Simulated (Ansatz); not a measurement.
Ir2O2⁺, relaxed as a doublet with UKS PBE-D4/def2-TZVP in Ansatz, starting from the GFN1-xTB geometry. Force threshold 0.02 eV/Å.

In the def2 sets Ir takes a core potential; there is no spin–orbit coupling. The charge 1 doublet is spin-contaminated (final ⟨S²⟩ up to 1.01, 0.75 for a pure state). The order of the spin states hangs on the level: the quartet lies 0.09 eV below the doublet at PBE0-D4/def2-TZVP, but 0.02 eV above it at PBE-D4/def2-TZVP. The structure comes from a short search, and lower isomers may exist.

Start:

Cartesian coordinates in Å:
```
Ir 0.345 -0.805 -1.568
Ir -0.129 0.006 0.501
O -0.533 -0.082 2.038
O 0.318 0.882 -0.972
```

| step | energy (eV) | largest force component (eV/Å) | SCF passes |
| --- | --- | --- | --- |
| 1 | -9763.1945 | 5.674 | 33 |
| 2 | -9763.8750 | 1.170 | 40 |
| 3 | -9763.9447 | 0.585 | 41 |
| 4 (rejected) | -9763.9254 | 2.244 | 47 |
| 5 | -9763.9720 | 0.236 | 42 |
| 6 | -9763.9738 | 0.010 | 35 |

Force components are those of the run's own axes.

End:

```xyz
4

Ir    0.3376   -0.8299   -1.5483
Ir   -0.1394    0.0439    0.5522
O    -0.5674   -0.1664    2.1442
O     0.3692    0.9525   -1.1480
```

By distances, no bond broke or formed. The bond that changes most is Ir2–O4, from 1.77 to 1.99 Å (atoms count from 1).

No frequencies were taken in this run, so the end may be a saddle point.

Hardware: 4 threads of Intel Xeon on a shared host. Wall time 23 s.
